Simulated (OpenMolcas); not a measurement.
# Al+: from CASSCF to CASPT2

| Property | Result |
| --- | --- |
| Program | OpenMolcas 26.06 |
| Basis | ANO-RCC-VTZP [5s4p2d1f] |
| Scalar Hamiltonian | DKH2, point nucleus |
| Active space | 2 electrons in 4 orbitals (3s 3p) |
| State averaging | 2S+1 = 3 even, 3 roots; 2S+1 = 1 even, 1 root; 2S+1 = 3 odd, 3 roots; 2S+1 = 1 odd, 3 roots |
| Spin-orbit coupling | RASSI with atomic mean-field integrals over the reference wave functions, term energies averaged over their components |

Methods on the same reference wave functions:
A. CASSCF
B. SS-CASPT2, IPEA 0.25 Eh, imaginary shift 0.1 Eh (closed shells correlated: 2s 2p)

Energies in cm-1 above 3s2 1S0, the measured ground level; measured values from NIST Handbook of Basic Atomic Spectroscopic Data.

```json
{"Level": "3s2 1S0", "A": "0.0", "B": "0.0", "Measured": "0.0"}
{"Level": "3s 3p 3P* 0", "A": "37376", "B": "37181", "Measured": "37393"}
{"Level": "3s 3p 3P* 1", "A": "37427", "B": "37231", "Measured": "37454"}
{"Level": "3s 3p 3P* 2", "A": "37529", "B": "37333", "Measured": "37578"}
{"Level": "3s 3p 1P* 1", "A": "67958", "B": "62033", "Measured": "59852"}
```

Deviations, from unrounded energies. A percentage is the sum of absolute deviations over the sum of measured energies, with the sign that they share, or ± where signs differ.

```tsv
Against measurement	Levels	A	B
mean absolute deviation (cm-1)	4	2000	720
other configurations (%)	4	±4.8	±1.7
```

B lies closest to measurement on these levels. The largest miss of B in the table is 3s 3p 1P* 1, by +2200 cm-1. The ranking rests on the paired levels alone, and a cruder setting can come out closer through cancelling errors.

The lowest spin-free term lies below A's lowest term by 0.210 hartree in B.

Without dynamic correlation excited terms often stand tens of per cent too high (terms of higher spin than the ground term too low), and those without a measured partner can miss by more than the paired ones (holds for A). Computed and measured levels are paired by configuration, term and J; levels that our copy of the source lacks, or whose pairing is in doubt (as where it misses far off the trend of its configuration), stay unpaired and out of the deviations. Only configurations of the active space appear. The table leaves out levels that lie high or whose names do not pair safely across all columns.

* marks odd parity.
